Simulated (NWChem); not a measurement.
The numbers come from NWChem runs, not from measurements. System: Cl$_{2}$Hg, charge 0, spin multiplicity 1, displaced from the optimised geometry. The structure started from a generated list of species. Level: BLYP/def2-SVP with def2 effective core potentials on Hg.

Output (cleaned and shortened):

```
             Northwest Computational Chemistry Package (NWChem) 7.3.0
             --------------------------------------------------------

                                NWChem Input Module
                                -------------------

 Scaling coordinates for geometry "geometry" by  1.889725989
 (inverse scale =  0.529177249)

 Turning off AUTOSYM since
 SYMMETRY directive was detected!

                             Geometry "geometry" -> ""
                             -------------------------

 Output coordinates in angstroms (scale by  1.889725989 to convert to a.u.)

  No.       Tag          Charge          X              Y              Z
 ---- ---------------- ---------- -------------- -------------- --------------
    1 Hg                  80.0000     0.00000000     0.00000000     0.00000000
    2 Cl                  17.0000     0.00000000     0.00000000     2.32790300
    3 Cl                  17.0000     0.00000000     0.00000000    -2.32790300

 Effective nuclear repulsion energy (a.u.)     651.1560961774

            Nuclear Dipole moment (a.u.)
            ----------------------------
        X                 Y               Z
 ---------------- ---------------- ----------------
     0.0000000000     0.0000000000     0.0000000000

      Symmetry information
      --------------------

 Group name             D2h
 Group number             26
 Group order               8
 No. of unique centers     2

      Symmetry unique atoms

     1    2


 Summary of "ao basis" -> "" (spherical)
 ------------------------------------------------------------------------------
       Tag                 Description            Shells   Functions and Types
 ---------------- ------------------------------  ------  ---------------------
 *                          def2-svp                  on all atoms

                                 NWChem DFT Module
                                 -----------------

 Summary of "ao basis" -> "ao basis" (spherical)
 ------------------------------------------------------------------------------
       Tag                 Description            Shells   Functions and Types
 ---------------- ------------------------------  ------  ---------------------
 Hg                         def2-svp                12       32   6s3p2d1f
 Cl                         def2-svp                 8       18   4s3p1d

 Summary of "ao basis" -> "ao basis" (spherical)
 ------------------------------------------------------------------------------
       Tag                 Description            Shells   Functions and Types
 ---------------- ------------------------------  ------  ---------------------
 Hg                         def2-svp                12       32   6s3p2d1f
 Cl                         def2-svp                 8       18   4s3p1d

      Symmetry analysis of basis
      --------------------------

        ag         19
        au          2
        b1g         3
        b1u        14
        b2g         6
        b2u         9
        b3g         6
        b3u         9

            General Information
            -------------------
          SCF calculation type: DFT
          Wavefunction type:  closed shell.
          No. of atoms     :     3
          No. of electrons :    54
           Alpha electrons :    27
            Beta electrons :    27
          Charge           :     0
          Spin multiplicity:     1
          Use of symmetry is: on ; symmetry adaption is: on
          Maximum number of iterations: 100
          This is a Direct SCF calculation.
          AO basis - number of functions:    68
                     number of shells:    28
          Convergence on energy requested:  1.00D-06
          Convergence on density requested:  1.00D-05
          Convergence on gradient requested:  5.00D-04

              XC Information
              --------------
                    Becke 1988 Exchange Functional  1.000
              Lee-Yang-Parr Correlation Functional  1.000

             Grid Information
             ----------------
          Grid used for XC integration:  medium
          Radial quadrature: Mura-Knowles
          Angular quadrature: Lebedev.
          Tag              B.-S. Rad. Rad. Pts. Rad. Cut. Ang. Pts.
[...]
   Bfn.  Coefficient  Atom+Function         Bfn.  Coefficient  Atom+Function
  ----- ------------  ---------------      ----- ------------  ---------------
    44      0.455978  2 Cl py                62     -0.455978  3 Cl py
    41      0.339724  2 Cl py                59     -0.339724  3 Cl py
    17     -0.253850  1 Hg d -1              38      0.197259  2 Cl py
    56     -0.197259  3 Cl py

 Vector   27  Occ=2.000000D+00  E=-2.591220D-01  Symmetry=b2g
              MO Center=  2.7D-14,  1.1D-26, -1.2D-17, r^2= 6.2D+00
   Bfn.  Coefficient  Atom+Function         Bfn.  Coefficient  Atom+Function
  ----- ------------  ---------------      ----- ------------  ---------------
    43      0.455978  2 Cl px                61     -0.455978  3 Cl px
    40      0.339724  2 Cl px                58     -0.339724  3 Cl px
    19      0.253850  1 Hg d  1              37      0.197259  2 Cl px
    55     -0.197259  3 Cl px

 Vector   28  Occ=0.000000D+00  E=-1.266165D-01  Symmetry=ag
              MO Center=  1.1D-29,  1.4D-29, -3.5D-15, r^2= 4.7D+00
   Bfn.  Coefficient  Atom+Function         Bfn.  Coefficient  Atom+Function
  ----- ------------  ---------------      ----- ------------  ---------------
     5      0.627170  1 Hg s                  6      0.499465  1 Hg s
    45      0.461832  2 Cl pz                63     -0.461832  3 Cl pz
     3     -0.429738  1 Hg s                 18      0.358576  1 Hg d  0
     2      0.283620  1 Hg s                 42      0.279689  2 Cl pz
    60     -0.279689  3 Cl pz                36     -0.172963  2 Cl s

 Vector   29  Occ=0.000000D+00  E=-3.650148D-02  Symmetry=b2u
              MO Center= -2.4D-16,  1.4D-15, -8.1D-18, r^2= 5.0D+00
   Bfn.  Coefficient  Atom+Function         Bfn.  Coefficient  Atom+Function
  ----- ------------  ---------------      ----- ------------  ---------------
    14      0.986123  1 Hg py                 8     -0.275873  1 Hg py
    44     -0.229295  2 Cl py                62     -0.229295  3 Cl py
    11      0.133482  1 Hg py                41     -0.127701  2 Cl py
    59     -0.127701  3 Cl py                38     -0.071766  2 Cl py
    56     -0.071766  3 Cl py                47     -0.033614  2 Cl d -1

 Vector   30  Occ=0.000000D+00  E=-3.650148D-02  Symmetry=b3u
              MO Center=  1.7D-15,  3.6D-16, -1.6D-17, r^2= 5.0D+00
   Bfn.  Coefficient  Atom+Function         Bfn.  Coefficient  Atom+Function
  ----- ------------  ---------------      ----- ------------  ---------------
    13      0.986123  1 Hg px                 7     -0.275873  1 Hg px
    43     -0.229295  2 Cl px                61     -0.229295  3 Cl px
    10      0.133482  1 Hg px                40     -0.127701  2 Cl px
    58     -0.127701  3 Cl px                37     -0.071766  2 Cl px
    55     -0.071766  3 Cl px                49      0.033614  2 Cl d  1

 center of mass
 --------------
 x =   0.00000000 y =   0.00000000 z =   0.00000000

 moments of inertia (a.u.)
 ------------------
        1353.439282439848           0.000000000000           0.000000000000
           0.000000000000        1353.439282439848           0.000000000000
           0.000000000000           0.000000000000           0.000000000000

     Multipole analysis of the density
     ---------------------------------

     L   x y z        total         alpha         beta         nuclear
     -   - - -        -----         -----         ----         -------
     0   0 0 0     -0.000000    -27.000000    -27.000000     54.000000

     1   1 0 0      0.000000      0.000000      0.000000      0.000000
     1   0 1 0      0.000000      0.000000      0.000000      0.000000
     1   0 0 1     -0.000000     -0.000000     -0.000000      0.000000

     2   2 0 0    -35.516220    -17.758110    -17.758110      0.000000
     2   1 1 0      0.000000      0.000000      0.000000      0.000000
     2   1 0 1     -0.000000     -0.000000     -0.000000      0.000000
     2   0 2 0    -35.516220    -17.758110    -17.758110      0.000000
     2   0 1 1     -0.000000     -0.000000     -0.000000      0.000000
     2   0 0 2    -41.583994   -349.777191   -349.777191    657.970388

            General Information
            -------------------
          SCF calculation type: DFT
          Wavefunction type:  closed shell.
          No. of atoms     :     3
          No. of electrons :    54
           Alpha electrons :    27
            Beta electrons :    27
          Charge           :     0
          Spin multiplicity:     1
          Use of symmetry is: on ; symmetry adaption is: on
          Maximum number of iterations: 100
          This is a Direct SCF calculation.
          AO basis - number of functions:    68
                     number of shells:    28
          Convergence on energy requested:  1.00D-06
          Convergence on density requested:  1.00D-05
          Convergence on gradient requested:  5.00D-04

              XC Information
              --------------
                    Becke 1988 Exchange Functional  1.000
              Lee-Yang-Parr Correlation Functional  1.000

             Grid Information
             ----------------
          Grid used for XC integration:  medium
          Radial quadrature: Mura-Knowles
          Angular quadrature: Lebedev.
          Tag              B.-S. Rad. Rad. Pts. Rad. Cut. Ang. Pts.
          ---              ---------- --------- --------- ---------
          Hg                  1.50      123           7.0       590
          Cl                  1.00       88          11.0       590
          Grid pruning is: on
          Number of quadrature shells:   211
          Spatial weights used:  Erf1

          Convergence Information
          -----------------------
          Convergence aids based upon iterative change in
          total energy or number of iterations.
          Levelshifting, if invoked, occurs when the
          HOMO/LUMO gap drops below (HL_TOL):  1.00D-02
          DIIS, if invoked, will attempt to extrapolate
          using up to (NFOCK): 10 stored Fock matrices.

                    Damping( 0%)  Levelshifting(0.5)       DIIS
                  --------------- ------------------- ---------------
          dE  on:    start            ASAP                start
          dE off:    2 iters        100 iters           100 iters

      Screening Tolerance Information
      -------------------------------
          Density screening/tol_rho:  1.00D-10
          AO Gaussian exp screening on grid/accAOfunc:  14
          CD Gaussian exp screening on grid/accCDfunc:  20
          XC Gaussian exp screening on grid/accXCfunc:  20
          Schwarz screening/accCoul:  1.00D-08

                            NWChem DFT Gradient Module
                            --------------------------

  charge          =   0.00
  wavefunction    = closed shell

  Using symmetry

                         DFT ENERGY GRADIENTS

    atom               coordinates                        gradient
                 x          y          z           x          y          z
   1 Hg      0.000000   0.000000   0.000000    0.000000   0.000000   0.000000
   2 Cl      0.000000   0.000000   4.399099    0.000000   0.000000  -0.000864
   3 Cl      0.000000   0.000000  -4.399099   -0.000000   0.000000   0.000864

                 ----------------------------------------
                 |  Time  |  1-e(secs)   |  2-e(secs)   |
                 ----------------------------------------
                 |  CPU   |       0.01   |       0.81   |
                 ----------------------------------------
                 |  WALL  |       0.01   |       0.81   |
                 ----------------------------------------

 Task  times  cpu:        3.7s     wall:        3.7s

 Total times  cpu:        3.7s     wall:        3.7s
```

Problem. Write an NWChem input that would produce this output.

Solution. Several could match; the one computed here: 
```
start mol
memory heap 200 mb stack 900 mb global 1100 mb
geometry units angstroms nocenter noautoz
  Hg     0.000000     0.000000     0.000000
  Cl     0.000000     0.000000     2.327903
  Cl     0.000000     0.000000    -2.327903
  symmetry group D2h
end
basis spherical
  * library def2-svp
end
ecp
  Hg library def2-ecp
end
dft
  xc becke88 lyp
  iterations 100
  direct
end
task dft gradient
```
